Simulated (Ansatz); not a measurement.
`F[C](F)(F)[SnH3]` → `F[C](F)F`• + `[SnH3]`• at 298.15 K and 1 bar (homolysis of the C–Sn bond).

Computed with Ansatz on PBE0-D4/def2-TZVP structures; ΔE is electronic, products minus reactants. CCSD(T)/CBS is the MP2 limit (def2-TZVPP, def2-QZVPP) plus CCSD(T) − MP2 in def2-TZVPP, frozen cores. Open shells (•) are unrestricted, without spin–orbit coupling. Elements past krypton have def2 core potentials. For Sn outer-core shells are correlated without core-valence functions, which leaves a few kJ/mol of doubt a bond.

```json
{"species": "`F[C](F)(F)[SnH3]`", "CCSD(T)/CBS energy (Eh)": "-553.22148", "H − E (kJ/mol)": "108.8", "S (J/(mol·K))": "344.2"}
{"species": "`F[C](F)F`•", "CCSD(T)/CBS energy (Eh)": "-337.34656", "H − E (kJ/mol)": "43.9", "S (J/(mol·K))": "264.3"}
{"species": "`[SnH3]`•", "CCSD(T)/CBS energy (Eh)": "-215.76138", "H − E (kJ/mol)": "57.1", "S (J/(mol·K))": "239.9"}
```

H − E and S are ideal-gas, rigid-rotor, harmonic terms from PBE0-D4/def2-TZVP, with the whole ground term of open shells counted as degenerate. 1 Eh = 2625.50 kJ/mol, R = 8.31446 J/(mol·K).

Q: By hand: ΔE, ΔH, ΔS and ΔG.

A: ΔE = (-337.34656) + (-215.76138) − (-553.22148) = 0.11354 Eh = 298.1 kJ/mol. Δ(H − E) = 43.9 + 57.1 − 108.8 = -7.8, so ΔH = 290.3 kJ/mol. ΔS = 264.3 + 239.9 − 344.2 = 160.0 J/(mol·K). ΔG = 290.3 − 298.15 × (160.0)/1000 = 242.6 kJ/mol.

Q: By hand: the equilibrium constant, and the temperature at which ΔG would vanish if ΔH and ΔS stayed fixed.

A: log₁₀ K = −ΔG/(RT ln 10) = -42.5. ΔG = 0 at ΔH/ΔS = 1814 K.

The number of gas molecules changes by +1, which sets the sign of ΔS. A doubt of 5 kJ/mol in ΔE shifts log₁₀ K by 0.9 here. These are equilibria of isolated gas molecules and say nothing of rates. Largest T1 diagnostic: 0.015 (customary marks: 0.02 for closed shells, 0.045 for open ones).
